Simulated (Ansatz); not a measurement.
Species: C₄H₅S, SMILES `S1C=CC[CH+]1` with one electron removed (charge 2, multiplicity 2), formula C4H5S.

Q: How many basis functions does frozen-core CCSD(T)/cc-pVTZ // B3LYP-D3(BJ)/def2-TZVP in Ansatz (an electronic-structure program) use, how many core orbitals are frozen, and how many electrons are correlated?

A: 224 basis functions and 9 frozen orbitals, which leaves 25 correlated electrons. Core time is of the order of minutes.
